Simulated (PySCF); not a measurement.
Isomers of C9H15N, mass 137.120 u with the commonest isotopes. Theory: PBE0-D3(BJ)/def2-SVP geometry optimisation, gas phase (PySCF 2.14.0). One conformer each, none proved a minimum here; rigid rotors.

Task: Order these by out-of-plane moment Σ m c² = (Ia + Ib − Ic)/2, smallest first.
A. `[CH2:1]=[CH:2]/[CH:3]=[C:4]([CH3:5])/[CH:6]=[CH:7]/[N:8]([CH3:9])[CH3:10]` with C1–C2–C3–C4 180°, C3–C4–C6–C7 180°
B. `[CH2:1]=[N:2][C@@:3]12[CH2:4][CH2:5][CH2:6][C@@H:7]([CH2:8][CH2:9]1)[CH2:10]2` with C1–N2–C3–C4 1°
C. `[CH3:1][C@@H:2]1[CH2:3][CH2:4][CH2:5][CH2:6][CH2:7][C@H:8]1[C:9]#[N:10]` with C1–C2–C3–C4 150°, C2–C3–C4–C5 73°, C3–C4–C5–C6 -52°, C4–C5–C6–C7 68°

Result: A (6.52 u·Å²), C (46.38 u·Å²), B (74.12 u·Å²).

Task: Order these by rotational constant B, largest first.
A. `[CH3:1][C@@H:2]1[CH2:3][CH2:4][CH2:5][CH2:6][CH2:7][C@H:8]1[C:9]#[N:10]` with C1–C2–C3–C4 150°, C2–C3–C4–C5 73°, C3–C4–C5–C6 -52°, C4–C5–C6–C7 68°
B. `[CH2:1]=[N:2][C@@:3]12[CH2:4][CH2:5][CH2:6][C@@H:7]([CH2:8][CH2:9]1)[CH2:10]2` with C1–N2–C3–C4 1°
C. `[CH2:1]=[CH:2]/[CH:3]=[C:4]([CH3:5])/[CH:6]=[CH:7]/[N:8]([CH3:9])[CH3:10]` with C1–C2–C3–C4 180°, C3–C4–C6–C7 180°

Result: B (1204 MHz), A (1139 MHz), C (480.3 MHz).

Task: Order these by dipole moment, smallest first.
A. `[CH3:1][C@@H:2]1[CH2:3][CH2:4][CH2:5][CH2:6][CH2:7][C@H:8]1[C:9]#[N:10]` with C1–C2–C3–C4 150°, C2–C3–C4–C5 73°, C3–C4–C5–C6 -52°, C4–C5–C6–C7 68°
B. `[CH2:1]=[CH:2]/[CH:3]=[C:4]([CH3:5])/[CH:6]=[CH:7]/[N:8]([CH3:9])[CH3:10]` with C1–C2–C3–C4 180°, C3–C4–C6–C7 180°
C. `[CH2:1]=[N:2][C@@:3]12[CH2:4][CH2:5][CH2:6][C@@H:7]([CH2:8][CH2:9]1)[CH2:10]2` with C1–N2–C3–C4 1°

Result: C (1.38 D), B (3.64 D), A (4.06 D).

```tsv
SMILES	point group	Ia (u·Å²)	Ib (u·Å²)	Ic (u·Å²)	κ	μa (D)	μb (D)	μc (D)
C=N[C@@]12CCC[C@@H](CC1)C2	C1	217.60	419.79	489.14	-0.74	0.53	1.26	0.22
C[C@@H]1CCCCC[C@H]1C#N	C1	284.74	443.83	635.81	-0.30	3.43	1.39	1.66
C=C/C=C(C)/C=C/N(C)C	C1	139.86	1052.16	1178.99	-0.97	3.61	0.45	0.15
```
